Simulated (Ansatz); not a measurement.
`[F][GeH2][GaH2]` + `BO[SiH3]` → `BO[SiH2][GeH2][F]` + `[GaH3]`  (formal exchange of groups at a Ge–Ga bond)

Calculated with Ansatz (gas phase, PBE0-D4/def2-TZVP geometries, no zero-point term in ΔE). CCSD(T)/CBS adds triple-zeta CCSD(T) − MP2 to the extrapolated MP2 energy (def2 sets, frozen cores). For Ga, Ge outer-core shells are correlated without core-valence functions, which leaves a few kJ/mol of doubt a bond. Scalar relativity is left out up to krypton. One conformer a species, not always the lowest.

| species | MP2/def2-QZVPP energy (Eh) |
| --- | --- |
| `[F][GeH2][GaH2]` | -4101.81366 |
| `BO[SiH3]` | -392.03474 |
| `BO[SiH2][GeH2][F]` | -2568.34039 |
| `[GaH3]` | -1925.49574 |

**Question.** Work out ΔE.

**Answer.** ΔE = (-2568.34039) + (-1925.49574) − (-4101.81366) − (-392.03474) = 0.01227 Eh = +0.33 eV. CCSD(T)/CBS gives +0.32 eV.

Largest T1 diagnostic among the species: 0.013.

The D4 term adds −0.04 eV with B3LYP and −0.02 eV with PBE0; it sums over pairs of atoms, weighted by their polarisabilities, and B3LYP, whose exchange is more repulsive, gets the larger term.

B3LYP here is the variant with VWN-RPA as its local correlation; programs differ in this.
